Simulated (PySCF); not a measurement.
From one molecule to another.

First species: C4H10OSi.
SMILES: `CO[C@@H]1C[C@@H]1[SiH3]`

Second species: C₃H₄ClN₃.
SMILES: `CN1N=CC(Cl)=N1`

Levels: PBE0/def2-SVPD for dipole moment, HOMO energy, LUMO energy, HOMO–LUMO gap, static isotropic polarisability and electronic spatial extent ⟨r²⟩ about the centre of nuclear charge; TDDFT PBE0/def2-SVPD for lowest singlet excitation; TDA PBE0/def2-SVPD for lowest triplet excitation (Tamm–Dancoff); GFN2-xTB for rotational constant A and rotational constant C. Geometries: GFN2-xTB. All species are isolated and taken at one optimised geometry, non-relativistic unless stated. Electronic properties by PySCF.

Dipoles, sizes and rotational constants follow the conformer. The torsions of the flexible species, by atom-mapped SMILES:
- `[CH3:1][O:2][C@@H:3]1[CH2:4][C@@H:5]1[SiH3:6]`: C1–O2–C3–C4 -79°

Values for the first species:

- Dipole moment: 1.91 D
- HOMO energy: -7.38 eV
- LUMO energy: 0.71 eV
- HOMO–LUMO gap: 8.09 eV
- Lowest singlet excitation: 6.94 eV
- Lowest triplet excitation (Tamm–Dancoff): 6.79 eV
- Static isotropic polarisability: 78.0 au
- Electronic spatial extent ⟨r²⟩ about the centre of nuclear charge: 824 bohr²
- Rotational constant A: 4.644 GHz
- Rotational constant C: 1.617 GHz

Problem. Estimate the same properties for the second species, and the change in each.

Solution. 
```json
{"property": "dipole moment", "first": "1.91 D", "second": "1.89 D", "second less first": "-0.02 D"}
{"property": "HOMO energy", "first": "-7.38 eV", "second": "-7.50 eV", "second less first": "-0.12 eV"}
{"property": "LUMO energy", "first": "0.71 eV", "second": "-0.48 eV", "second less first": "-1.19 eV"}
{"property": "HOMO–LUMO gap", "first": "8.09 eV", "second": "7.02 eV", "second less first": "-1.07 eV"}
{"property": "lowest singlet excitation", "first": "6.94 eV", "second": "6.16 eV", "second less first": "-0.78 eV"}
{"property": "lowest triplet excitation (Tamm–Dancoff)", "first": "6.79 eV", "second": "4.65 eV", "second less first": "-2.14 eV"}
{"property": "static isotropic polarisability", "first": "78.0 au", "second": "68.8 au", "second less first": "-9.2 au"}
{"property": "electronic spatial extent ⟨r²⟩ about the centre of nuclear charge", "first": "824 bohr²", "second": "930 bohr²", "second less first": "+106 bohr²"}
{"property": "rotational constant A", "first": "4.644 GHz", "second": "7.032 GHz", "second less first": "+2.388 GHz"}
{"property": "rotational constant C", "first": "1.617 GHz", "second": "1.179 GHz", "second less first": "-0.438 GHz"}
```

On the first: S1 lies 1.15 eV below the HOMO–LUMO gap; its leading configuration is HOMO→LUMO, weight 0.94. The vertical singlet–triplet gap S1 − T1 is 0.15 eV (TDDFT singlet less Tamm–Dancoff triplet; S1: HOMO→LUMO, weight 0.94; T1: HOMO→LUMO, weight 0.87).

On the second: The 8 singlets span 6.16 to 7.77 eV, and their oscillator strengths add up to 0.49. The principal polarisabilities are 46.1, 66.1 and 94.3 au; their mean is the isotropic value. GFN2-xTB frequencies show an imaginary mode (35i cm⁻¹), so this geometry is no minimum at that level.
